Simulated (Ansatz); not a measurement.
Stepwise reaction of `N[Si](Cl)(Cl)[Si](N)(Cl)Cl` with hydrogen, as a gas-phase model of exchange steps in deposition or etching. ΔE in kJ/mol.

Calculated with Ansatz (gas phase, PBE0-D4/def2-TZVP geometries, no zero-point term in ΔE). CCSD(T)/CBS is the MP2 limit (def2-TZVPP, def2-QZVPP) plus CCSD(T) − MP2 in def2-TZVPP, frozen cores. This one scheme is used for every species. Functionals use def2-TZVPP. B3LYP here is the variant with VWN-RPA as its local correlation; programs differ in this. One conformer a species, not always the lowest.

```tsv
step	reaction	PBE-D4	B3LYP-D4	ωB97M-V	CCSD(T)/CBS
1	`N[Si](Cl)(Cl)[Si](N)(Cl)Cl` + H₂ → `N[SiH](Cl)[Si](N)(Cl)Cl` + HCl	78.1	77.6	77.8	76.7
2	`N[SiH](Cl)[Si](N)(Cl)Cl` + H₂ → `N[SiH2][Si](N)(Cl)Cl` + HCl	100.0	99.4	99.1	98.0
4	`N[SiH2][SiH](N)Cl` + H₂ → `N[SiH2][SiH2]N` + HCl	100.2	100.1	100.0	99.1
```

**Question.** Give the row of step 3, `N[SiH2][Si](N)(Cl)Cl` + H₂ → `N[SiH2][SiH](N)Cl` + HCl. (Estimate.)

**Answer.** Ansatz gave: 
| step | reaction | PBE-D4 | B3LYP-D4 | ωB97M-V | CCSD(T)/CBS |
| --- | --- | --- | --- | --- | --- |
| 3 | `N[SiH2][Si](N)(Cl)Cl` + H₂ → `N[SiH2][SiH](N)Cl` + HCl | 85.9 | 85.5 | 86.1 | 84.6 |

**Question.** By hand: ΔE of the 4 steps together at CCSD(T)/CBS.

**Answer.** (76.7) + (98.0) + (84.6) + (99.1) = 358.4 kJ/mol, or 89.6 kJ/mol a step.

In ΔE step 1 is the lowest and step 4 the highest. All are uphill at CCSD(T)/CBS. PBE-D4 differs from CCSD(T)/CBS by 1.1 to 2.0 kJ/mol a step. Isolated molecules leave out the surface, adducts and barriers. Largest T1 diagnostic: 0.011.
